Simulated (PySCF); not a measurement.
A structure optimised at PBE-D3(BJ)/def2-SVP, used in a PySCF frequency run:

```xyz
10

B      0.0132    -0.6093     0.0000
F     -1.3188    -0.7006     0.0000
F      0.6776    -1.7680     0.0000
C      0.7655     0.7669     0.0000
C     -0.1199     2.0170     0.0000
H      1.4552     0.7595     0.8753
H      1.4552     0.7595    -0.8753
H     -0.7799     2.0462    -0.8904
H     -0.7799     2.0462     0.8904
H      0.4803     2.9490     0.0000
```

Task: Write its SMILES, formula and point group.

Result: CCB(F)F, C2H5BF2, Cs

Task: What are its rotational constants (standard atomic weights)?

Result: 8.7495, 3.4031, 2.5272 GHz
